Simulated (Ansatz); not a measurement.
Gas-phase electronic energies from Ansatz, PBE0-D4/def2-TZVP geometries. CBS: MP2 limit from def2 TZ/QZ plus the TZ coupled-cluster correction, frozen cores. This one scheme is used for every species. No spin–orbit coupling; open shells (•) take unrestricted orbitals. Each species was taken in one conformer, which may not be the lowest.

Consider the homolysis of the B–Si bond: `B[SiH2]O[SiH2]F` → `[BH2]`• + `F[SiH2]O[SiH2]`•.

`B[SiH2]O[SiH2]F`:

Cartesian coordinates in Å:
```
B 0.099 1.708 -1.126
Si 1.249 0.327 -0.239
O 0.428 -0.795 0.653
Si -1.034 -1.386 1.001
F -1.780 -1.797 -0.349
H -1.091 1.753 -1.020
H 0.626 2.545 -1.799
H 2.209 1.008 0.675
H 2.041 -0.395 -1.274
H -1.875 -0.361 1.660
H -0.872 -2.606 1.817
```

`[BH2]`•:

Cartesian coordinates in Å:
```
B -0.019 -0.165 0.296
H -1.057 -0.009 -0.267
H 1.076 0.174 -0.028
```

`F[SiH2]O[SiH2]`•:

```xyz
8

F    -1.569   -1.301   -1.117
Si   -1.219   -0.480    0.203
O     0.015    0.526   -0.098
Si    1.562    0.737   -0.610
H    -2.403    0.322    0.566
H    -0.838   -1.463    1.241
H     2.039    2.042   -0.076
H     2.413   -0.382   -0.108
```

| species | CCSD(T)/CBS(def2) energy (Eh) |
| --- | --- |
| `B[SiH2]O[SiH2]F` | -781.64352 |
| `[BH2]`• | -25.87431 |
| `F[SiH2]O[SiH2]`• | -755.62367 |

Task: Work out ΔE.

Result: ΔE = (-25.87431) + (-755.62367) − (-781.64352) = 0.14554 Eh = +382.1 kJ/mol.

Largest T1 diagnostic among the species: 0.013.

In def2-TZVPP, CCSD(T) changes the Hartree–Fock value by +94.9 kJ/mol (the triples alone add +5.9 kJ/mol) and MP2 by +91.9 kJ/mol; breaking electron pairs costs correlation energy, which Hartree–Fock lacks. The D4 term adds +8.7 kJ/mol with B3LYP and +4.9 kJ/mol with PBE0; it sums over pairs of atoms, weighted by their polarisabilities, and B3LYP, whose exchange is more repulsive, gets the larger term.

B3LYP here is the variant with VWN-RPA as its local correlation; programs differ in this.
